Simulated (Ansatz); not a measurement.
A made-up structure of CH3SSe (charge -1), closed shell:

```json
{"atom": "C1", "x (Å)": "-0.3754", "y (Å)": "0.4156", "z (Å)": "-0.3291"}
{"atom": "Se2", "x (Å)": "1.3894", "y (Å)": "0.0668", "z (Å)": "0.4397"}
{"atom": "S3", "x (Å)": "1.0731", "y (Å)": "-1.9192", "z (Å)": "1.2956"}
{"atom": "H4", "x (Å)": "-1.1232", "y (Å)": "0.3919", "z (Å)": "0.4652"}
{"atom": "H5", "x (Å)": "2.7829", "y (Å)": "0.5674", "z (Å)": "0.1437"}
{"atom": "H6", "x (Å)": "-0.6035", "y (Å)": "-0.3562", "z (Å)": "-1.0659"}
```

It is relaxed with PBE-D4/def2-SVPD and then PBE0-D4/def2-TZVPD (Ansatz 0.2.0). Atoms count as bonded within 1.22 times the sum of their covalent radii (H–H: 0.88 Å). The end point is not checked to be a true minimum.

(1) Does its bonding change? (Judge from chemistry; the calculation decides.)

## Answers

(1) Computed: No: no bond forms or breaks.

Where it ends: The first stage lowers the energy by 1.98 eV in 9 steps. It ends as CH₃SSe ([CH2][SeH][S]), total charge -1:
```
6
angstrom
C -0.2444 0.5198 -0.3111
Se 1.1369 0.0819 0.8485
S 1.5120 -2.0189 1.3709
H -1.1546 0.5548 0.2954
H 2.2354 0.2415 -0.1371
H -0.3420 -0.2127 -1.1175
```

Labels in which every atom is bracketed show which atoms are joined, not bond orders.

For scale, one of the runs: PBE0-D4/def2-TZVPD relaxation, 167 basis functions, launched by `ansatz run in.yaml --threads 2 --pin off --events-out ev --progress --plain --max-ram 4352MiB`. The run took about 27 s on 2 CPU threads of an Intel Xeon (shared host).
